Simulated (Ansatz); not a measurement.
`C[O][Al-]([CH3])([CH3])[OH2+]`, charge 0, multiplicity 1.

Give a relaxed structure at PBE0-D4/def2-TZVP (Ansatz 0.2.0). (Best estimate.)

Computed: 
Z-matrix (Å, degrees):
```
C
O 1 1.393
H 1 1.098 2 111.6
H 1 1.099 2 112.3 3 -121.0
H 1 1.096 2 110.3 3 119.2
Al 2 1.752 1 131.3 3 84.6
C 6 1.958 2 116.0 1 42.0
C 6 1.964 2 116.9 1 -111.2
O 6 2.008 2 83.1 1 149.2
H 7 1.095 6 111.9 2 161.6
H 7 1.095 6 112.3 2 40.8
H 7 1.096 6 111.5 2 -79.2
H 8 1.096 6 112.5 2 -154.9
H 8 1.095 6 113.0 2 -32.7
H 8 1.096 6 110.8 2 86.5
H 9 0.963 6 114.6 2 110.9
H 9 0.979 6 90.9 2 0.7
```
This is one stationary point; other conformers may exist.
